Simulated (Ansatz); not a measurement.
Stepwise reaction of `BN` with water, as a gas-phase model of exchange steps in deposition or etching. ΔE in kJ/mol; ΔG adds harmonic PBE0-D4 terms to CCSD(T)/CBS, at 1 bar.

Program: Ansatz. Geometries: PBE0-D4/def2-TZVP. ΔE: electronic, gas phase. CCSD(T)/CBS adds triple-zeta CCSD(T) − MP2 to the extrapolated MP2 energy (def2 sets, frozen cores). This one scheme is used for every species. DFT in def2-TZVPP. B3LYP here is the variant with VWN-RPA as its local correlation; programs differ in this. Each species was taken in one conformer, which may not be the lowest.

```csv
step,reaction,PBE-D4,B3LYP-D4,ωB97M-V,CCSD(T)/CBS,ΔG(400 K)
2,`NBO` + H₂O → `NB(O)O` + H₂,-83.7,-87.7,-88.4,-84.6,-85.9
```

Question: Give the row of step 1, `BN` + H₂O → `NBO` + H₂. (Estimate.)

Answer: The calculation gave: 
| step | reaction | PBE-D4 | B3LYP-D4 | ωB97M-V | CCSD(T)/CBS | ΔG(400 K) |
| --- | --- | --- | --- | --- | --- | --- |
| 1 | `BN` + H₂O → `NBO` + H₂ | -96.4 | -97.5 | -97.3 | -92.4 | -94.1 |

Question: By hand: ΔE of the 2 steps together at CCSD(T)/CBS.

Answer: (-92.4) + (-84.6) = -177.0 kJ/mol, or -88.5 kJ/mol a step.

In ΔE each step is higher than the one before. All are downhill at CCSD(T)/CBS. ΔG lies between -94.1 and -85.9 kJ/mol a step. PBE-D4 differs from CCSD(T)/CBS by -4.0 to 0.9 kJ/mol a step. Isolated molecules leave out the surface, adducts and barriers. Largest T1 diagnostic: 0.012.
